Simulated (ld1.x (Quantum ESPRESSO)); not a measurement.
**Logarithmic derivatives: hydrogen, TM semilocal**

H, norm-conserving Troullier–Martins (semilocal form), made with ld1.x (Quantum ESPRESSO) 7.5 (LDA (PZ), scalar-relativistic). Core none, reference 1s1. Waves: 1s (bound): rc 1.55 bohr. Local part: the s channel. Core correction: none.

The phase is arctan(r·u′/u) with u = r·R(r), unwrapped; energies in Ry, scanned from -2 to 5 Ry. A pole is an energy at which the radial function vanishes at the test radius. The pseudo phase is shifted by a multiple of π to meet the all-electron one at the reference energy, and phase errors are pseudo minus all-electron; the curves can meet again beyond the range given. Levels narrower than the energy grid can be missing from the lists of poles.

**Question.** For each channel, where are the poles, and over which energies does the pseudopotential scatter like the atom?

**Answer.**

| channel | radius (bohr) | reference energy (Ry) | poles, all-electron | poles, pseudo | unbroken range about the reference energy with phases within 0.05 rad | phase error 1 Ry above the reference energy (rad) |
| --- | --- | --- | --- | --- | --- | --- |
| s | 1.70 | -0.47 | 0.91 | 0.94 | below 3.2 | +0.005 |

Phases in the s channel:

```
E (Ry)  all-electron  pseudo
 -2.00         1.034   1.036
 -1.76         0.970   0.973
 -1.52         0.880   0.883
 -1.28         0.747   0.749
 -1.04         0.535   0.537
 -0.80         0.189   0.191
 -0.56        -0.299  -0.299
 -0.32        -0.768  -0.768
 -0.08        -1.085  -1.083
  0.16        -1.280  -1.278
  0.40        -1.407  -1.403
  0.64        -1.496  -1.491
  0.88        -1.564  -1.557
  1.12        -1.617  -1.610
  1.36        -1.663  -1.654
  1.60        -1.704  -1.693
  1.84        -1.743  -1.729
  2.08        -1.780  -1.764
  2.32        -1.819  -1.798
  2.56        -1.859  -1.834
  2.80        -1.903  -1.872
  3.04        -1.954  -1.914
  3.28        -2.013  -1.962
  3.52        -2.084  -2.017
  3.76        -2.174  -2.084
  4.00        -2.291  -2.167
  4.24        -2.446  -2.272
  4.48        -2.653  -2.410
  4.72        -2.920  -2.591
  4.96        -3.227  -2.825
```
